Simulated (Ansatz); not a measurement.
GeH3(NHiPr) (C3H11GeN), relaxed as a singlet with RKS PBE-D4/def2-SVP in Ansatz, starting from the GFN2-xTB geometry. Force threshold 0.02 eV/Å.

Another isomer (singlet) lies 1.26 eV lower at PBE0-D4/def2-TZVP; other spin states weren't run for this one.

Start:

```xyz
16

C    -0.134    0.513   -0.747
C     0.621   -0.570   -1.520
C     0.831    1.353    0.076
Ge   -0.851   -0.852    1.714
N    -1.158   -0.042    0.124
H     0.150   -1.982    1.717
H    -0.393    0.178    2.695
H    -2.183   -1.393    2.116
H    -1.860   -0.516   -0.430
H    -0.642    1.168   -1.471
H     1.145   -1.221   -0.820
H     1.347   -0.123   -2.195
H    -0.071   -1.175   -2.104
H     1.385    0.710    0.760
H     1.536    1.867   -0.572
H     0.278    2.087    0.657
```

```json
{"step": "1", "energy (eV)": "-61272.9641", "largest force component (eV/Å)": "0.786", "SCF passes": "19"}
{"step": "2", "energy (eV)": "-61273.1321", "largest force component (eV/Å)": "0.277", "SCF passes": "20"}
{"step": "3", "energy (eV)": "-61273.1466", "largest force component (eV/Å)": "0.091", "SCF passes": "20"}
{"step": "4", "energy (eV)": "-61273.1480", "largest force component (eV/Å)": "0.045", "SCF passes": "20"}
{"step": "5", "energy (eV)": "-61273.1487", "largest force component (eV/Å)": "0.060", "SCF passes": "20"}
{"step": "6", "energy (eV)": "-61273.1493", "largest force component (eV/Å)": "0.025", "SCF passes": "20"}
{"step": "7", "energy (eV)": "-61273.1494", "largest force component (eV/Å)": "0.030", "SCF passes": "20"}
{"step": "8", "energy (eV)": "-61273.1496", "largest force component (eV/Å)": "0.005", "SCF passes": "21"}
```

Force components are those of the run's own axes.

End:

| atom | x (Å) | y (Å) | z (Å) |
| --- | --- | --- | --- |
| C1 | -0.128 | 0.515 | -0.742 |
| C2 | 0.608 | -0.583 | -1.529 |
| C3 | 0.847 | 1.372 | 0.067 |
| Ge4 | -0.867 | -0.860 | 1.738 |
| N5 | -1.197 | 0.002 | 0.123 |
| H6 | 0.245 | -1.960 | 1.700 |
| H7 | -0.473 | 0.188 | 2.810 |
| H8 | -2.222 | -1.520 | 2.103 |
| H9 | -1.903 | -0.504 | -0.422 |
| H10 | -0.618 | 1.188 | -1.485 |
| H11 | 1.144 | -1.271 | -0.841 |
| H12 | 1.354 | -0.153 | -2.230 |
| H13 | -0.104 | -1.190 | -2.125 |
| H14 | 1.410 | 0.757 | 0.803 |
| H15 | 1.595 | 1.852 | -0.595 |
| H16 | 0.309 | 2.165 | 0.624 |

By distances, no bond broke or formed. The bond that changes most is Ge4–H8, from 1.49 to 1.55 Å (atoms count from 1).

No frequencies were taken in this run, so the end may be a saddle point.

It took 9.5 s on 4 threads of Arm Neoverse V2 on a shared host.
